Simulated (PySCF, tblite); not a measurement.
One entry of a table of gas-phase calculations, keyed by method. Lists by class give the value and the number of equivalent atoms.

```json
{
 "formula": "C7H17NSi",
 "smiles": "C=C(C)[C@@H](C)[SiH2]NCC",
 "charge": 0,
 "multiplicity": 1,
 "geometry_level": "GFN2-xTB",
 "electronic_structure_code": "PySCF",
 "results": {
  "GFN2-xTB geometry": {
   "point_group": "C1",
   "rotational_constants_GHz": [2.057, 0.745, 0.634]
  },
  "PBE0/pcSseg-1 ground state and GIAO shieldings, non-relativistic": {
   "dipole_D": 0.58,
   "homo_eV": -6.47,
   "lumo_eV": 0.33,
   "shift_vs_computed_TMS_C_by_class_ppm": [
    [157.8, 1],
    [113.4, 1],
    [41.0, 1],
    [32.9, 1],
    [22.0, 1],
    [22.0, 1],
    [14.9, 1]
   ],
   "shift_vs_computed_TMS_H_by_class_ppm": [
    [4.96, 1],
    [4.95, 1],
    [4.69, 1],
    [4.47, 1],
    [3.17, 1],
    [2.69, 1],
    [2.22, 1],
    [1.79, 3],
    [1.18, 3],
    [1.1, 3],
    [-0.0, 1]
   ],
   "shielding_other_nuclei_by_class_ppm": [
    ["N", 231.6, 1],
    ["Si", 389.3, 1]
   ]
  },
  "GFN2-xTB harmonic vibrations, gas phase": {
   "strongest_ir_bands_cm-1_km_per_mol_modes": [
    [725.3, 122.2, 1],
    [752.7, 180.3, 1],
    [830.8, 204.9, 1],
    [1378.5, 130.4, 1],
    [2129.4, 386.8, 1],
    [2227.3, 263.9, 1]
   ],
   "zpe_kcal_per_mol": 139.8
  }
 }
}
```

The zero-point energy, half the sum of the 72 harmonic wavenumbers, equals 48910 cm⁻¹ or 585 kJ/mol. With B = h/(8π²I), that is 505.379 GHz u Å² over I, the principal moments of inertia are 245.6, 678.0 and 797.7 u Å² (most abundant isotopes). A dipole of 0.58 D is allowed in C1, and pure rotational transitions are dipole-allowed. The dipole equals about 1.9 × 10⁻³⁰ C·m (1 D = 3.33564 × 10⁻³⁰ C·m).

 NMR classes are plain means over equivalent atoms (diastereotopic ones count apart unless rotation or inversion swaps them), as if these changed places fast; in this geometry the members of some classes differ.

For the vibration job (GFN2-xTB), hardware: Arm Neoverse N1, one thread, no GPU, shared host with 64 logical CPUs at a one-minute load of 57. Cost: 2.4 s wall.

Conformer computed: `[CH2:1]=[C:2]([CH3:3])[C@@H:4]([CH3:5])[SiH2:6][NH:7][CH2:8][CH3:9]`: C1–C2–C4–C5 137°, C2–C4–Si6–N7 51°, C4–Si6–N7–C8 176°, Si6–N7–C8–C9 -147°.

One conformer stands for the species.
